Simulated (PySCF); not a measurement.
B3LYP has the VWN-RPA correlation part, as in Gaussian. Delta-SCF ions had no search for a lower state. Excitations are Tamm–Dancoff values on a coarser integration grid. The basis has no diffuse functions, so Rydberg states are missing or too high.

Species: AlBr$_{3}$, SMILES `[Al]([Br])([Br])[Br]` (charge 0, multiplicity 1).

Task: What is the computed HOMO, S1 excitation (TDA), T1 excitation (TDA), HOMO–LUMO gap, S1–T1 gap (TDA), LUMO, vertical ionisation energy (Delta-SCF) and dipole moment (B3LYP-D3(BJ)/def2-TZVP run with PySCF 2.14.0)?

Result: 
The HOMO is -8.36 eV and the S1 excitation (TDA) is 5.49 eV. The T1 excitation (TDA) is 5.22 eV and the HOMO–LUMO gap is 6.49 eV. The S1–T1 gap (TDA) is 0.27 eV and the LUMO is -1.87 eV. The vertical ionisation energy (Delta-SCF) comes out as 10.40 eV. The dipole moment comes out as 0.000 e·Å.
